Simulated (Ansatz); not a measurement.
```yaml
crystal:
  periodic: [false, false, false]
  atoms:
    - {symbol: C, position_ang: [-0.698051, -0.897090, 0.471620]}
    - {symbol: N, position_ang: [0.108171, 0.312113, 0.580075]}
    - {symbol: Ga, position_ang: [0.968996, 0.869970, -0.887413]}
    - {symbol: F, position_ang: [0.814025, 0.164771, -2.422985]}
    - {symbol: F, position_ang: [1.702243, 2.445704, -0.690019]}
    - {symbol: H, position_ang: [-1.808564, -0.820574, 0.875266]}
    - {symbol: H, position_ang: [-0.678703, -1.497721, -0.528201]}
    - {symbol: H, position_ang: [-0.348573, -1.544437, 1.371875]}
    - {symbol: H, position_ang: [-0.010037, 0.651074, 1.344231]}
basis:
  gaussian: {orbitals: aug-cc-pVDZ}
total_charge: -2
hamiltonian: {xc: {name: wB97X-V}, pseudopotentials: {relativity: scalar}}
output: {forces: true}
```

```sh
$ ansatz run in.yaml --threads 4 --pin off --events-out ev --progress --plain --max-ram 10444MiB
```

Shortened log:

```
Functional definition: wB97X-V
1630 factors; integrals over basis functions are off by at most 7.2e-4 eV
573 factors; integrals over basis functions are off by at most 1.3e-5 eV
mean field evaluation 1: about -60803.7597 eV, gradient 4.2e1 eV
mean field evaluation 2: about -60802.6151 eV, gradient 4.9e1 eV
mean field evaluation 4: about -60808.4136 eV, gradient 3.5e0 eV
mean field evaluation 8: about -60808.5280 eV, gradient 4.5e-1 eV
mean field evaluation 16: about -60808.5590 eV, gradient 1.3e-1 eV
mean field evaluation 32: about -60808.5685 eV, gradient 1.4e-2 eV
mean field evaluation 64: about -60808.5686 eV, gradient 3.8e-5 eV
mean field -60808.90341659 eV, -2234.6859828045 hartree, gradient 4.2e-6 eV, S^2 0.000000; 12 other end points of the search recorded, 0 dependent functions left out
reference -60808.90341491 eV, -2234.6859827429 hartree; 34, 34 occupied and 130, 130 virtual orbitals, 1630 factors
Total energy: -60808.90341491 eV, -2234.6859827429 hartree
Relativity: scalar
Atom 0 at    -0.698051    -0.897090     0.471620 Å, force    -1.295817    -2.161857     2.409302 eV/Å
Atom 1 at     0.108171     0.312113     0.580075 Å, force     0.436134    -6.222628   -13.057109 eV/Å
Atom 2 at     0.968996     0.869970    -0.887413 Å, force     0.360796     0.555496     2.182108 eV/Å
Atom 3 at     0.814025     0.164771    -2.422985 Å, force    -0.295944    -0.903618    -2.117469 eV/Å
Atom 4 at     1.702243     2.445704    -0.690019 Å, force     0.452227     0.962353    -0.102764 eV/Å
Atom 5 at    -1.808564    -0.820574     0.875266 Å, force     1.518659     0.522988    -1.461166 eV/Å
Atom 6 at    -0.678703    -1.497721    -0.528201 Å, force     0.196566     1.237231     1.647884 eV/Å
Atom 7 at    -0.348573    -1.544437     1.371875 Å, force    -0.105087    -0.104085    -1.664921 eV/Å
Atom 8 at    -0.010037     0.651074     1.344231 Å, force    -1.267535     6.114121    12.164136 eV/Å
Dipole moment:    -0.210788     0.705614    -0.733434 e Å
```

Problem. What is wrong with this run?

Solution. The charge is far from anything that the molecule holds. The run converged. The result belongs to that input, not to the molecule as meant.
